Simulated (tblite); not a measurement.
A geometry optimisation, step by step.

Species: C8H9ClSi.
Atom-mapped SMILES: `[CH:1]#[C:2][C@@H:3]([Cl:4])[CH:5]=[C:6]=[CH:7][SiH2:8][CH:9]=[CH2:10]` (hydrogens: H11 on C1; H12 on C3; H13 on C5; H14 on C7; H15, H16 on Si8; H17 on C9; H18, H19 on C10)

Computed with GFN2-xTB (tblite), gas phase: L-BFGS steps from a force-field or distance-geometry start until the largest atomic force falls under 0.01 eV/Å. 7 of its 125 geometries are shown.

Step 0: E = -756.2055 eV, largest atomic force 2.657 eV/Å
```
atom  x, y, z in Å  |  force x, y, z in eV/Å
C1      4.287   -0.318    1.000   -1.918   0.642  -0.442
C2      3.150    0.039    0.743    1.842  -0.674   0.666
C3      1.789    0.455    0.459    0.434  -1.036  -0.096
Cl4     1.642    2.207    0.806   -0.104   0.436   0.112
C5      1.464    0.229   -0.984   -0.367  -0.134  -0.454
C6      0.404   -0.389   -1.440    0.844  -0.023   0.322
C7     -0.643   -1.004   -1.881    1.218  -0.430  -0.838
Si8    -2.314   -0.467   -1.411   -2.127   0.951  -1.277
C9     -2.502   -0.295    0.408    0.181   0.832   1.351
C10    -2.209    0.790    1.138   -0.165  -0.720  -0.308
H11     5.272   -0.622    1.219   -0.213   0.071  -0.085
H12     1.067   -0.067    1.108    0.190   0.135  -0.078
H13     2.154    0.645   -1.708   -0.204   0.522   0.117
H14    -0.554   -1.854   -2.549    0.137  -0.308   0.604
H15    -2.650    0.823   -2.077    0.065  -0.242   0.155
H16    -3.296   -1.484   -1.875    0.250   0.128   0.078
H17    -2.906   -1.171    0.897    0.003   0.038   0.300
H18    -1.806    1.695    0.691   -0.127  -0.297   0.138
H19    -2.357    0.799    2.216    0.060   0.109  -0.265
```

Step 21: E = -756.6686 eV, largest atomic force 0.177 eV/Å
```
atom  x, y, z in Å  |  force x, y, z in eV/Å
C1      4.287   -0.323    0.977    0.083   0.002  -0.007
C2      3.163   -0.029    0.691   -0.027   0.065   0.035
C3      1.814    0.390    0.411   -0.008  -0.154  -0.086
Cl4     1.644    2.120    0.941   -0.038   0.118   0.103
C5      1.443    0.324   -1.040   -0.064   0.023  -0.060
C6      0.444   -0.401   -1.454   -0.089  -0.021   0.009
C7     -0.617   -1.070   -1.768   -0.016   0.011  -0.083
Si8    -2.381   -0.403   -1.495    0.062  -0.004   0.083
C9     -2.535   -0.271    0.384   -0.045  -0.060  -0.018
C10    -2.199    0.782    1.113   -0.019   0.028  -0.003
H11     5.271   -0.591    1.220    0.030  -0.038  -0.027
H12     1.106   -0.185    1.011   -0.035  -0.007   0.063
H13     2.012    0.955   -1.706    0.021  -0.019  -0.032
H14    -0.532   -2.083   -2.144    0.047   0.033   0.064
H15    -2.626    0.893   -2.129    0.071  -0.017  -0.028
H16    -3.303   -1.429   -2.006    0.023   0.052   0.015
H17    -2.894   -1.160    0.894    0.006   0.063   0.045
H18    -1.831    1.693    0.666   -0.008  -0.043  -0.015
H19    -2.275    0.798    2.192    0.005  -0.032  -0.058
```

Step 41: E = -756.6893 eV, largest atomic force 0.058 eV/Å
```
atom  x, y, z in Å  |  force x, y, z in eV/Å
C1      4.297   -0.310    0.902    0.004   0.017  -0.008
C2      3.163    0.009    0.688    0.002  -0.028  -0.030
C3      1.798    0.385    0.428   -0.031   0.033   0.036
Cl4     1.545    2.091    1.034    0.007   0.005   0.021
C5      1.429    0.344   -1.023    0.005  -0.019  -0.005
C6      0.443   -0.398   -1.437   -0.004  -0.020   0.009
C7     -0.603   -1.098   -1.733   -0.014  -0.004   0.008
Si8    -2.359   -0.410   -1.484    0.002   0.002  -0.043
C9     -2.570   -0.277    0.386    0.032   0.012  -0.019
C10    -2.214    0.785    1.092    0.008  -0.015  -0.002
H11     5.286   -0.599    1.098    0.027   0.011  -0.008
H12     1.114   -0.233    1.016   -0.014  -0.026   0.032
H13     2.010    0.970   -1.684   -0.008  -0.002  -0.029
H14    -0.492   -2.122   -2.058    0.002  -0.008  -0.009
H15    -2.472    0.897   -2.135   -0.017  -0.009   0.014
H16    -3.325   -1.374   -2.026    0.041   0.012  -0.011
H17    -2.951   -1.147    0.910   -0.014   0.036   0.021
H18    -1.822    1.670    0.617   -0.002   0.004   0.015
H19    -2.288    0.827    2.168   -0.027   0.000   0.008
```

Step 62: E = -756.6999 eV, largest atomic force 0.041 eV/Å
```
atom  x, y, z in Å  |  force x, y, z in eV/Å
C1      4.349   -0.244    0.791    0.016  -0.002   0.013
C2      3.183    0.005    0.683   -0.006   0.002  -0.024
C3      1.794    0.340    0.493    0.023   0.003   0.005
Cl4     1.523    2.028    1.137   -0.014   0.022   0.021
C5      1.401    0.311   -0.953    0.024  -0.026   0.013
C6      0.445   -0.462   -1.378    0.011  -0.002   0.008
C7     -0.598   -1.151   -1.704   -0.006   0.000   0.011
Si8    -2.331   -0.403   -1.500   -0.026   0.015   0.027
C9     -2.611   -0.236    0.360   -0.033   0.009  -0.015
C10    -2.240    0.811    1.083   -0.003   0.002  -0.020
H11     5.364   -0.483    0.908   -0.004   0.006   0.001
H12     1.145   -0.306    1.093    0.029  -0.007  -0.021
H13     1.962    0.953   -1.616    0.005  -0.006   0.005
H14    -0.505   -2.170   -2.047    0.030  -0.011  -0.011
H15    -2.376    0.902   -2.163   -0.032  -0.010   0.008
H16    -3.283   -1.356   -2.085   -0.024   0.026   0.015
H17    -3.078   -1.071    0.871    0.011   0.011   0.002
H18    -1.774    1.673    0.633    0.014  -0.006  -0.010
H19    -2.379    0.867    2.153   -0.016  -0.027  -0.027
```

Step 83: E = -756.7104 eV, largest atomic force 0.046 eV/Å
```
atom  x, y, z in Å  |  force x, y, z in eV/Å
C1      4.482   -0.130    0.697   -0.011   0.000   0.012
C2      3.296    0.030    0.653    0.019   0.017   0.025
C3      1.876    0.258    0.561   -0.009   0.002   0.002
Cl4     1.506    1.899    1.283    0.017   0.006   0.001
C5      1.405    0.239   -0.859    0.004   0.003  -0.014
C6      0.414   -0.497   -1.269    0.004  -0.010  -0.029
C7     -0.630   -1.155   -1.654    0.004  -0.006   0.005
Si8    -2.367   -0.396   -1.527    0.003  -0.007   0.008
C9     -2.728   -0.184    0.310   -0.008   0.001   0.019
C10    -2.297    0.832    1.042    0.011   0.000   0.010
H11     5.516   -0.293    0.755    0.001   0.008  -0.009
H12     1.324   -0.453    1.181   -0.018  -0.037  -0.021
H13     1.941    0.884   -1.541    0.010  -0.008  -0.003
H14    -0.530   -2.162   -2.035    0.011   0.007   0.000
H15    -2.384    0.888   -2.231   -0.009   0.025   0.001
H16    -3.324   -1.335   -2.123    0.008  -0.019  -0.002
H17    -3.300   -0.963    0.801   -0.031   0.014   0.008
H18    -1.709    1.629    0.616   -0.013   0.014  -0.011
H19    -2.500    0.918    2.099    0.006  -0.011  -0.002
```

Step 103: E = -756.7143 eV, largest atomic force 0.024 eV/Å
```
atom  x, y, z in Å  |  force x, y, z in eV/Å
C1      4.518   -0.083    0.682    0.015   0.002   0.018
C2      3.326    0.025    0.652   -0.002   0.003  -0.008
C3      1.901    0.209    0.560    0.001   0.007  -0.001
Cl4     1.494    1.823    1.329   -0.012  -0.003   0.003
C5      1.434    0.219   -0.861   -0.011   0.005   0.000
C6      0.418   -0.484   -1.270    0.006  -0.018  -0.013
C7     -0.634   -1.139   -1.639    0.001   0.002  -0.003
Si8    -2.380   -0.397   -1.519    0.002  -0.008  -0.002
C9     -2.783   -0.160    0.307    0.005   0.007  -0.001
C10    -2.318    0.841    1.038    0.002   0.005   0.012
H11     5.559   -0.200    0.733    0.011  -0.005  -0.002
H12     1.365   -0.535    1.156   -0.003   0.003  -0.011
H13     1.987    0.857   -1.537   -0.010  -0.004   0.005
H14    -0.531   -2.146   -2.019   -0.008   0.009   0.004
H15    -2.416    0.885   -2.228    0.000   0.000  -0.007
H16    -3.308   -1.363   -2.121    0.003   0.002   0.005
H17    -3.416   -0.897    0.788    0.004   0.007  -0.003
H18    -1.682    1.604    0.618    0.001  -0.013  -0.002
H19    -2.543    0.950    2.089   -0.006   0.000   0.006
```

Step 124: E = -756.7153 eV, largest atomic force 0.008 eV/Å
```
atom  x, y, z in Å  |  force x, y, z in eV/Å
C1      4.531   -0.063    0.690   -0.001   0.002   0.005
C2      3.338    0.033    0.644   -0.002  -0.002   0.002
C3      1.909    0.194    0.550   -0.002   0.000  -0.002
Cl4     1.468    1.787    1.343    0.000   0.001   0.001
C5      1.439    0.214   -0.870    0.000   0.001   0.000
C6      0.423   -0.490   -1.278   -0.006   0.000  -0.005
C7     -0.634   -1.140   -1.640    0.001   0.000   0.003
Si8    -2.379   -0.397   -1.515    0.002   0.001   0.001
C9     -2.795   -0.142    0.307    0.001  -0.003   0.000
C10    -2.319    0.847    1.048    0.002  -0.002  -0.002
H11     5.573   -0.169    0.747    0.000   0.002  -0.002
H12     1.387   -0.569    1.133    0.002   0.001   0.000
H13     1.986    0.858   -1.544   -0.001  -0.002   0.001
H14    -0.538   -2.146   -2.025   -0.002   0.000  -0.002
H15    -2.419    0.874   -2.244    0.001   0.000   0.002
H16    -3.305   -1.373   -2.101   -0.003   0.000  -0.002
H17    -3.458   -0.860    0.776   -0.001   0.001   0.001
H18    -1.653    1.591    0.641    0.005  -0.001   0.001
H19    -2.565    0.961    2.093    0.004   0.001  -0.003
```

Problem. Summarise the path.

Solution. The energy falls by 49.19 kJ/mol from step 0 to step 124; nine tenths of that is first reached at step 20. It falls at every step. The largest force goes from 2.657 to 0.008 eV/Å. Among the bonds C7–Si8 changes most, from 1.817 to 1.901 Å; the atoms move by 0.408 Å rms after alignment.

Problem. Follow the three bonds and two angles with the largest change from start to end.

Solution. 
```json
{"step": "0", "E above end (kJ/mol)": "49.19", "largest force (eV/Å)": "2.657", "C7–Si8 (Å)": "1.817", "Si8–C9 (Å)": "1.836", "C3–Cl4 (Å)": "1.793", "C6–C5–H13 (°)": "117.7", "C7–Si8–C9 (°)": "112.2"}
{"step": "5", "E above end (kJ/mol)": "21.72", "largest force (eV/Å)": "0.934", "C7–Si8 (Å)": "1.891", "Si8–C9 (Å)": "1.887", "C3–Cl4 (Å)": "1.854", "C6–C5–H13 (°)": "119.0", "C7–Si8–C9 (°)": "109.1"}
{"step": "11", "E above end (kJ/mol)": "11.10", "largest force (eV/Å)": "0.485", "C7–Si8 (Å)": "1.906", "Si8–C9 (Å)": "1.901", "C3–Cl4 (Å)": "1.809", "C6–C5–H13 (°)": "120.1", "C7–Si8–C9 (°)": "108.2"}
{"step": "16", "E above end (kJ/mol)": "6.77", "largest force (eV/Å)": "0.345", "C7–Si8 (Å)": "1.898", "Si8–C9 (Å)": "1.879", "C3–Cl4 (Å)": "1.851", "C6–C5–H13 (°)": "122.7", "C7–Si8–C9 (°)": "105.9"}
{"step": "22", "E above end (kJ/mol)": "4.18", "largest force (eV/Å)": "0.117", "C7–Si8 (Å)": "1.905", "Si8–C9 (Å)": "1.889", "C3–Cl4 (Å)": "1.824", "C6–C5–H13 (°)": "121.8", "C7–Si8–C9 (°)": "104.1"}
{"step": "27", "E above end (kJ/mol)": "3.46", "largest force (eV/Å)": "0.073", "C7–Si8 (Å)": "1.900", "Si8–C9 (Å)": "1.887", "C3–Cl4 (Å)": "1.829", "C6–C5–H13 (°)": "122.3", "C7–Si8–C9 (°)": "104.5"}
{"step": "32", "E above end (kJ/mol)": "3.10", "largest force (eV/Å)": "0.091", "C7–Si8 (Å)": "1.901", "Si8–C9 (Å)": "1.886", "C3–Cl4 (Å)": "1.831", "C6–C5–H13 (°)": "122.1", "C7–Si8–C9 (°)": "104.4"}
{"step": "38", "E above end (kJ/mol)": "2.64", "largest force (eV/Å)": "0.056", "C7–Si8 (Å)": "1.901", "Si8–C9 (Å)": "1.886", "C3–Cl4 (Å)": "1.825", "C6–C5–H13 (°)": "122.8", "C7–Si8–C9 (°)": "104.6"}
{"step": "43", "E above end (kJ/mol)": "2.37", "largest force (eV/Å)": "0.067", "C7–Si8 (Å)": "1.901", "Si8–C9 (Å)": "1.888", "C3–Cl4 (Å)": "1.830", "C6–C5–H13 (°)": "122.9", "C7–Si8–C9 (°)": "105.3"}
{"step": "49", "E above end (kJ/mol)": "1.99", "largest force (eV/Å)": "0.043", "C7–Si8 (Å)": "1.902", "Si8–C9 (Å)": "1.885", "C3–Cl4 (Å)": "1.827", "C6–C5–H13 (°)": "122.5", "C7–Si8–C9 (°)": "105.4"}
{"step": "54", "E above end (kJ/mol)": "1.85", "largest force (eV/Å)": "0.049", "C7–Si8 (Å)": "1.900", "Si8–C9 (Å)": "1.888", "C3–Cl4 (Å)": "1.826", "C6–C5–H13 (°)": "122.7", "C7–Si8–C9 (°)": "105.6"}
{"step": "59", "E above end (kJ/mol)": "1.64", "largest force (eV/Å)": "0.074", "C7–Si8 (Å)": "1.902", "Si8–C9 (Å)": "1.886", "C3–Cl4 (Å)": "1.828", "C6–C5–H13 (°)": "122.4", "C7–Si8–C9 (°)": "106.1"}
{"step": "65", "E above end (kJ/mol)": "1.33", "largest force (eV/Å)": "0.069", "C7–Si8 (Å)": "1.899", "Si8–C9 (Å)": "1.886", "C3–Cl4 (Å)": "1.829", "C6–C5–H13 (°)": "122.0", "C7–Si8–C9 (°)": "106.0"}
{"step": "70", "E above end (kJ/mol)": "1.07", "largest force (eV/Å)": "0.071", "C7–Si8 (Å)": "1.902", "Si8–C9 (Å)": "1.886", "C3–Cl4 (Å)": "1.828", "C6–C5–H13 (°)": "121.9", "C7–Si8–C9 (°)": "106.7"}
{"step": "75", "E above end (kJ/mol)": "0.81", "largest force (eV/Å)": "0.092", "C7–Si8 (Å)": "1.903", "Si8–C9 (Å)": "1.884", "C3–Cl4 (Å)": "1.830", "C6–C5–H13 (°)": "121.3", "C7–Si8–C9 (°)": "106.3"}
{"step": "81", "E above end (kJ/mol)": "0.55", "largest force (eV/Å)": "0.160", "C7–Si8 (Å)": "1.899", "Si8–C9 (Å)": "1.886", "C3–Cl4 (Å)": "1.831", "C6–C5–H13 (°)": "121.3", "C7–Si8–C9 (°)": "106.7"}
{"step": "86", "E above end (kJ/mol)": "0.36", "largest force (eV/Å)": "0.073", "C7–Si8 (Å)": "1.901", "Si8–C9 (Å)": "1.884", "C3–Cl4 (Å)": "1.831", "C6–C5–H13 (°)": "120.9", "C7–Si8–C9 (°)": "106.5"}
{"step": "92", "E above end (kJ/mol)": "0.23", "largest force (eV/Å)": "0.029", "C7–Si8 (Å)": "1.901", "Si8–C9 (Å)": "1.886", "C3–Cl4 (Å)": "1.833", "C6–C5–H13 (°)": "121.3", "C7–Si8–C9 (°)": "107.1"}
{"step": "97", "E above end (kJ/mol)": "0.17", "largest force (eV/Å)": "0.028", "C7–Si8 (Å)": "1.901", "Si8–C9 (Å)": "1.885", "C3–Cl4 (Å)": "1.832", "C6–C5–H13 (°)": "121.1", "C7–Si8–C9 (°)": "107.4"}
{"step": "102", "E above end (kJ/mol)": "0.10", "largest force (eV/Å)": "0.030", "C7–Si8 (Å)": "1.901", "Si8–C9 (Å)": "1.886", "C3–Cl4 (Å)": "1.834", "C6–C5–H13 (°)": "121.4", "C7–Si8–C9 (°)": "107.8"}
{"step": "108", "E above end (kJ/mol)": "0.06", "largest force (eV/Å)": "0.024", "C7–Si8 (Å)": "1.901", "Si8–C9 (Å)": "1.885", "C3–Cl4 (Å)": "1.833", "C6–C5–H13 (°)": "121.5", "C7–Si8–C9 (°)": "108.0"}
{"step": "113", "E above end (kJ/mol)": "0.03", "largest force (eV/Å)": "0.034", "C7–Si8 (Å)": "1.901", "Si8–C9 (Å)": "1.885", "C3–Cl4 (Å)": "1.833", "C6–C5–H13 (°)": "121.5", "C7–Si8–C9 (°)": "108.2"}
{"step": "119", "E above end (kJ/mol)": "0.01", "largest force (eV/Å)": "0.016", "C7–Si8 (Å)": "1.901", "Si8–C9 (Å)": "1.885", "C3–Cl4 (Å)": "1.834", "C6–C5–H13 (°)": "121.4", "C7–Si8–C9 (°)": "108.5"}
{"step": "124", "E above end (kJ/mol)": "0.00", "largest force (eV/Å)": "0.008", "C7–Si8 (Å)": "1.901", "Si8–C9 (Å)": "1.886", "C3–Cl4 (Å)": "1.834", "C6–C5–H13 (°)": "121.4", "C7–Si8–C9 (°)": "108.6"}
```

The cost below is that of the whole relaxation. The run took 1.1 s of wall time on one thread of an Arm Neoverse V2, on a shared host.
